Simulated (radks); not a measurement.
The numbers below are computed, except where a source is named.
Task: Radial electron density D(r) = 4 pi r^2 rho(r) of an atom or ion with 49 electrons. Code: a radial shooting solver on a logarithmic mesh with Libxc functionals. Model: scalar-relativistic Kohn-Sham, PBE, spin-polarised, spherical densities, finite nucleus; Fermi nuclear charge, rms radius of each element as measured or else 0.836 A^(1/3) + 0.57 fm.

r (bohr),D(r) (e/bohr),spin D(r)
0.004108,16.92,-0.0000698
0.004745,20.72,-0.0000773
0.00548,25.11,-0.0000802
0.006328,30.08,-0.0000735
0.00725,35.25,-0.0000514
0.008373,41.08,2.81e-07
0.00967,47.07,0.0000992
0.01117,52.88,0.000273
0.0129,58.10,0.000559
0.0149,62.30,0.00101
0.0172,65.02,0.00171
0.01987,65.98,0.00272
0.02294,65.15,0.00416
0.02629,63.03,0.00598
0.03036,60.14,0.00843
0.03506,57.76,0.0114
0.04049,57.21,0.0146
0.04676,59.54,0.0177
0.054,64.96,0.0199
0.06237,72.48,0.0203
0.07203,79.88,0.0180
0.08318,84.35,0.0128
0.0953,83.91,0.00582
0.1101,78.23,-0.00149
0.1271,69.44,-0.00521
0.1468,61.74,-0.00185
0.1695,58.98,0.00958
0.1958,62.06,0.0253
0.2261,67.72,0.0372
0.2611,70.15,0.0367
0.3016,64.87,0.0223
0.3455,52.99,0.00520
0.399,37.83,0.000333
0.4608,26.26,0.0210
0.5322,21.71,0.0600
0.6146,22.75,0.0900
0.7098,24.90,0.0822
0.8198,24.48,0.0358
0.9467,20.72,-0.0129
1.093,15.27,-0.0115
1.253,10.43,0.0645
1.447,6.669,0.213
1.671,4.351,0.382
1.93,2.980,0.508
2.228,2.064,0.541
2.574,1.349,0.471
2.972,0.7829,0.337
3.432,0.3893,0.199
3.964,0.1621,0.0965
4.542,0.05888,0.0399
5.245,0.01604,0.0122
6.057,0.003330,0.00278
6.996,0.0005075,0.000454

What is the nuclear charge?

Result: Z = 51. The innermost maximum, from 1s, lies near gamma/Z bohr with gamma = sqrt(1 - (Z/c)^2) = 0.928, here 0.0182 bohr (found: 0.0199), and its height grows with Z. The density is that of the antimony ion Sb2+ in [Kr] 4d10 5s2 5p1; the configuration itself is not fixed sharply by these data, and Z only to a few units. D(r) has 4 maxima, at r = 0.0199, 0.0880, 0.257, 0.751 bohr, and minima at 0.0389, 0.168, 0.550 bohr, inside which lie 1.99, 11.17, 28.99 electrons.
